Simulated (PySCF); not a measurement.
## A small calculation by hand: oscillator strength and radiative lifetime

Ge(F)3(OSiH3) (F3GeH3OSi), SMILES [F][Ge]([O][SiH3])([F])[F].

Coordinates come from a r2SCAN-D4/def2-SVP optimisation. The values are those of a single conformer.

PySCF with TDA-M06-2X/def2-SVPD puts the first singlet state with f over 0.02 at 9.19 eV (vertical), with the transition dipole (-0.051, 0.018, 0.645) in atomic units.

Question: Find the oscillator strength, the wavelength and the radiative lifetime that this transition would have in vacuum if emission retraced absorption.

Answer: 
|μ|² = 0.4190 au, so |μ| = 1.65 D. ΔE = 9.19/27.211 = 0.3377 hartree. f = (2/3) ΔE |μ|² = 0.094 (the program prints 0.094).
λ = 1239.84/9.19 = 135 nm; ν = 74122 cm⁻¹.
Einstein's coefficient A = 0.6670 ν² f s⁻¹ (ν in cm⁻¹) = 3.5e8 s⁻¹, so τ = 1/A = 2.9 ns. This state is S5; the lower singlets have f = 0.001, 0.001, 0.000, 0.003. The figure is the radiative limit of this one transition; relaxation, internal conversion, crossing to triplets and a medium change what is measured.
